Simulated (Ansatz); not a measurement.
Isolated molecules relaxed with PBE0-D4/def2-TZVP in Ansatz; ΔE leaves out vibrations. CCSD(T)/CBS adds triple-zeta CCSD(T) − MP2 to the extrapolated MP2 energy (def2 sets, frozen cores). This one scheme is used for every species. DFT in def2-TZVPP. For Ga outer-core shells are correlated without core-valence functions, which leaves a few kJ/mol of doubt a bond. Scalar relativity is left out up to krypton. Each species was taken in one conformer, which may not be the lowest.

`C[Si](C)(C)[Ga]([Cl])[Cl]` + H–F → `[F][Ga]([Cl])[Cl]` + `C[SiH](C)C`  (cleavage of the Ga–Si bond)

```csv
species,ωB97M-V energy (Eh)
`C[Si](C)(C)[Ga]([Cl])[Cl]`,-3254.49349
H–F,-100.46072
`[F][Ga]([Cl])[Cl]`,-2945.15765
`C[SiH](C)C`,-409.81076
```

Question: Work out ΔE.

Answer: ΔE = (-2945.15765) + (-409.81076) − (-3254.49349) − (-100.46072) = -0.01420 Eh = -37.3 kJ/mol. CCSD(T)/CBS gives -27.2 kJ/mol.

Largest T1 diagnostic among the species: 0.012.

In def2-TZVPP, CCSD(T) changes the Hartree–Fock value by +35.4 kJ/mol (the triples alone add +4.4 kJ/mol) and MP2 by +37.3 kJ/mol. The D4 term adds +16.9 kJ/mol with B3LYP and +10.2 kJ/mol with PBE0; it sums over pairs of atoms, weighted by their polarisabilities, and B3LYP, whose exchange is more repulsive, gets the larger term. From PBE to PBE0 (25 % exact exchange), in def2-TZVPP and without D4, ΔE moves by −3.5 kJ/mol.

B3LYP here is the variant with VWN-RPA as its local correlation; programs differ in this.
